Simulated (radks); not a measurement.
Results of a calculation; reference values are marked as such.
Charge is removed step by step from the 4p level of Tc2+, starting from [Kr] 4d5. Code: a radial shooting solver on a logarithmic mesh with Libxc functionals. Model: scalar-relativistic Kohn-Sham, PBE, spin-unpolarised, spherical densities, point nucleus.

| removed (e) | E - E(0) (eV) | eigenvalue (eV) | E minus straight line (eV) |
|---|---|---|---|
| 0 | 0.000 | -61.589 | 0.000 |
| 0.1 | 6.230 | -63.059 | -0.684 |
| 0.2 | 12.607 | -64.546 | -1.219 |
| 0.3 | 19.135 | -66.048 | -1.605 |
| 0.4 | 25.813 | -67.566 | -1.841 |
| 0.5 | 32.643 | -69.099 | -1.923 |
| 0.6 | 39.628 | -70.646 | -1.852 |
| 0.7 | 46.768 | -72.207 | -1.625 |
| 0.8 | 54.065 | -73.782 | -1.242 |
| 0.9 | 61.519 | -75.369 | -0.701 |
| 1 | 69.134 | -76.969 | 0.000 |

Removing the whole electron costs 69.134 eV by Delta-SCF, against 61.589 eV from minus the eigenvalue at the starting occupation. Slater's transition state (half an electron removed) gives 69.099 eV. Integrating minus the eigenvalue over the occupation (Janak's theorem) gives 69.159 eV. In this scalar-relativistic scheme the density is built from large components alone, so the theorem holds only approximately. The mean slope of the eigenvalue, de/dn, is 15.4 eV per electron.
